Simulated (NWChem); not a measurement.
System: CH5BrOSi; SMILES C[SiH](O)Br

Excerpt of the output:

```
             Northwest Computational Chemistry Package (NWChem) 7.3.0
             --------------------------------------------------------

                             Geometry "geometry" -> ""
                             -------------------------

 Output coordinates in angstroms (scale by  1.889725989 to convert to a.u.)

  No.       Tag          Charge          X              Y              Z
 ---- ---------------- ---------- -------------- -------------- --------------
    1 Si                  14.0000    -0.08749900    -1.08055700     0.39452500
    2 C                    6.0000     1.47487600    -1.78719400    -0.30746700
    3 O                    8.0000    -1.35735600    -1.83974800    -0.35172400
    4 Br                  35.0000    -0.16324700     1.12347300    -0.01573200
    5 H                    1.0000    -0.17903100    -1.20151600     1.87730100
    6 H                    1.0000     1.52307700    -2.86960900    -0.11020100
    7 H                    1.0000     2.35612800    -1.30727600     0.14325600
    8 H                    1.0000     1.50798300    -1.62876900    -1.39571200
    9 H                    1.0000    -2.24496800    -1.55052000    -0.11949600

 Effective nuclear repulsion energy (a.u.)     329.8246985074

                                 NWChem DFT Module
                                 -----------------

 Summary of "ao basis" -> "ao basis" (spherical)
 ------------------------------------------------------------------------------
       Tag                 Description            Shells   Functions and Types
 ---------------- ------------------------------  ------  ---------------------
 Si                         def2-svp                 8       18   4s3p1d
 C                          def2-svp                 6       14   3s2p1d
 O                          def2-svp                 6       14   3s2p1d
 Br                         def2-svp                12       32   5s4p3d
 H                          def2-svp                 3        5   2s1p

 in cosmo_initialize ...
 calling solv_data for solv:h2o

 solvent parameters
 solvname_short: h2o
 solvname_long:  water
 dielec:       78.4000
 dielecinf:     1.7769
 aqueous SMD model solvent descriptors
 dielec:       78.4000
 sola:          0.8200

          ---------------
          -cosmo- solvent
          ---------------
 Cosmo: York-Karplus, doi: 10.1021/jp992097l
 dielectric constant -eps-     =  78.40
 screen = (eps-1)/(eps    )    =   0.98724
 surface charge correction     = lagrangian

[...]

                                COSMO-SMD solvation results
                                ---------------------------

             internal energy in gas <Psi(g)|H|Psi(g)> =     -2979.050335437601
         internal energy in solvent <Psi(s)|H|Psi(s)> =     -2979.049294519259
                               delta internal energy  =         0.001040918341 (    0.65 kcal/mol)
   total free energy in solvent <Psi(s)|H+V/2|Psi(s)> =     -2979.060308065256
 polarization energy contribution <Psi(s)|V/2|Psi(s)> =        -0.011013545997 (   -6.91 kcal/mol)
    total free energy in solvent including G(SMD-CDS) =     -2979.056804791726
                       G(SMD-CDS) energy contribution =         0.003503273530 (    2.20 kcal/mol)
     1 M fixed-concentration free energy of solvation =        -0.006469354125 (   -4.06 kcal/mol)

                       DFT Final Molecular Orbital Analysis
                       ------------------------------------

 Vector   32  Occ=2.000000D+00  E=-3.306683D-01
              MO Center= -6.8D-01, -7.7D-01,  1.8D-01, r^2= 3.7D+00
   Bfn.  Coefficient  Atom+Function         Bfn.  Coefficient  Atom+Function
  ----- ------------  ---------------      ----- ------------  ---------------
    38      0.361400  3 O  pz                62     -0.311547  4 Br py
    41      0.276422  3 O  pz                59     -0.269018  4 Br py
    37     -0.245933  3 O  py                79     -0.224555  5 H  s
    40     -0.187251  3 O  py                56      0.178701  4 Br py
    80     -0.174496  5 H  s                 61      0.155719  4 Br px

 Vector   33  Occ=2.000000D+00  E=-3.050155D-01
              MO Center= -2.2D-01,  8.1D-01, -1.5D-02, r^2= 2.3D+00
   Bfn.  Coefficient  Atom+Function         Bfn.  Coefficient  Atom+Function
  ----- ------------  ---------------      ----- ------------  ---------------
    61      0.474988  4 Br px                58      0.414073  4 Br px
    63      0.320401  4 Br pz                60      0.281917  4 Br pz
    55     -0.276065  4 Br px                57     -0.187733  4 Br pz
    37      0.175979  3 O  py                40      0.134276  3 O  py
    62      0.098043  4 Br py                52      0.089694  4 Br px

 Vector   34  Occ=2.000000D+00  E=-2.966409D-01
              MO Center= -1.6D-02,  4.3D-01,  1.5D-01, r^2= 3.3D+00
   Bfn.  Coefficient  Atom+Function         Bfn.  Coefficient  Atom+Function
  ----- ------------  ---------------      ----- ------------  ---------------
    63      0.443980  4 Br pz                60      0.382773  4 Br pz
    61     -0.300421  4 Br px                58     -0.258751  4 Br px
    57     -0.254922  4 Br pz                79     -0.182092  5 H  s
    55      0.172445  4 Br px                80     -0.153356  5 H  s
    21      0.145802  2 C  s                 22     -0.143163  2 C  px

 Vector   35  Occ=0.000000D+00  E= 4.378413D-02
              MO Center= -8.4D-02, -4.4D-01,  4.0D-01, r^2= 3.9D+00
   Bfn.  Coefficient  Atom+Function         Bfn.  Coefficient  Atom+Function
  ----- ------------  ---------------      ----- ------------  ---------------
    12      0.967965  1 Si py                62      0.721107  4 Br py
     3      0.523495  1 Si s                  4      0.524181  1 Si s
    51     -0.504218  4 Br s                 80     -0.394253  5 H  s
     9      0.364939  1 Si py                50     -0.304194  4 Br s
    59      0.236430  4 Br py                 2      0.229144  1 Si s

[...]
```

Level: PBE0/def2-SVP, SMD on the gas-phase geometry. Structure relaxed at the PBE0/def2-SVP level. Solvent: water.

Problem. Write an input that gives this output.

Solution. This is not unique; one that fits is the input that was run:
```
start job
memory heap 200 mb stack 900 mb global 1100 mb
geometry units angstroms noautosym nocenter noautoz
  Si    -0.087499    -1.080557     0.394525
  C      1.474876    -1.787194    -0.307467
  O     -1.357356    -1.839748    -0.351724
  Br    -0.163247     1.123473    -0.015732
  H     -0.179031    -1.201516     1.877301
  H      1.523077    -2.869609    -0.110201
  H      2.356128    -1.307276     0.143256
  H      1.507983    -1.628769    -1.395712
  H     -2.244968    -1.550520    -0.119496
end
basis spherical
  * library def2-svp
end
dft
  xc pbe0
  iterations 150
end
cosmo
  do_cosmo_smd true
  solvent water
end
task dft energy
```
